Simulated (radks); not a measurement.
Effect of the nuclear size on neutral thallium, [Hg] 6p1. Calculated with a radial shooting solver on a logarithmic mesh with Libxc functionals: Dirac Kohn-Sham, relativistic LDA (MacDonald-Vosko exchange, VWN5 correlation), spin-unpolarised, spherical densities, finite nucleus; open shells fill j = l - 1/2 first; Fermi nuclear charge, rms radius 5.4759 fm. The rms radius is varied about that value; shifts are against it.

rms radius (fm),total energy shift (eV),density at nucleus (e/bohr^3),1s1/2 shift (meV),2s1/2 shift (meV),5s1/2 shift (meV),5p1/2 shift (meV),6s1/2 shift (meV),6p1/2 shift (meV),7s1/2 (empty) shift (meV)
4.8133,-26.6,2.623e+06,-10500,-1590,-18.6,0.428,-1.56,0.286,-0.110
5.0433,-17.6,2.571e+06,-6970,-1050,-12.3,0.282,-1.03,0.189,-0.073
5.4759,0,2.484e+06,0.000,0.000,0.000,0.000,0.000,0.000,0.000
5.8209,14.6,2.42e+06,5800,873,10.3,-0.234,0.855,-0.157,0.061
6.4889,44.4,2.311e+06,17600,2650,31.1,-0.706,2.60,-0.476,0.184

Slopes of the eigenvalues against <r^2> in GHz/fm^2, as finite differences over the two radii next to the reference (eigenvalue slopes, not the field-shift constants of lines): 1s1/2 366000, 2s1/2 55000, 5s1/2 646, 5p1/2 -14.8, 6s1/2 53.9, 6p1/2 -9.90, 7s1/2 (empty) 3.83.
